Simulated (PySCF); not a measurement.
Species: C₂H₇BGe.
Atom-mapped SMILES: `[BH2:1][GeH2:2][CH:3]=[CH2:4]` (hydrogens: H5, H6 on B1; H7, H8 on Ge2; H9 on C3; H10, H11 on C4)

Computed by this run: PBE0-D3(BJ)/def2-SVP geometry optimisation, gas phase in PySCF 2.14.0; density fitting, grid level 1; the optimiser is geomeTRIC in internal coordinates, started from a GFN2-xTB structure with every atom displaced at random (about 0.01 Å).

Step 0: E = -59360.4415 eV
```
atom  x, y, z in Å  |  force x, y, z in eV/Å
B1      2.1532    0.4638    0.4285   -0.718   0.565  -0.988
Ge2     0.6675   -0.3733   -0.6470   -0.779  -0.217   0.235
C3     -1.0264   -0.4500    0.3563    3.512  -1.975   1.015
C4     -2.0439    0.2840    0.1021   -3.812   1.361   0.370
H5      2.5671    1.5246    0.1259    0.378   0.633  -0.198
H6      2.5390   -0.0223    1.3849    0.682  -0.856   1.536
H7      0.3286    0.2715   -1.9592   -0.107   0.574  -0.632
H8      0.9665   -1.7965   -1.0300    0.302  -0.817  -0.072
H9     -1.0251   -1.1214    1.2287   -0.104   0.025  -0.129
H10    -2.9823    0.2223    0.7069    0.552   0.017  -0.289
H11    -2.1059    0.9715   -0.7126    0.095   0.691  -0.849
```

Problem. Estimate the geometry and energy of step 1. (The exact step hangs on the optimiser's Hessian estimate; all steps are aligned on step 0, rigid shifts and turns removed.)

Solution. E = -59360.7184 eV, largest force 0.698 eV/Å
```
atom  x, y, z in Å  |  force x, y, z in eV/Å
B1      2.0755    0.4817    0.4362    0.042  -0.157   0.102
Ge2     0.6411   -0.4423   -0.7240    0.109  -0.098  -0.205
C3     -0.9653   -0.4645    0.3759   -0.583   0.297  -0.245
C4     -2.0455    0.2933    0.1117    0.619  -0.127   0.152
H5      2.5069    1.5737    0.1662    0.033   0.072  -0.008
H6      2.4612   -0.0466    1.4618   -0.068   0.064  -0.153
H7      0.3008    0.3119   -2.0412    0.034  -0.093   0.186
H8      1.0423   -1.9034   -1.0969   -0.060   0.217   0.085
H9     -0.9835   -1.1063    1.2633    0.047  -0.030   0.058
H10    -2.9093    0.3036    0.7800   -0.163  -0.055   0.020
H11    -2.0860    0.9732   -0.7487   -0.012  -0.090   0.008
```

The energy changes by -0.2769 eV. The first-order estimate −F·Δx gives -0.6860 eV and the mean of the old and new forces, exact on a quadratic surface, -0.2913 eV. The step makes an angle of 70° with the force vector and moves no atom by more than 0.147 Å.

The cost below is that of the whole optimisation. On Arm Neoverse V1, one thread, no GPU, on a shared host, this took 26 s and 0.45 GiB of memory at its peak.
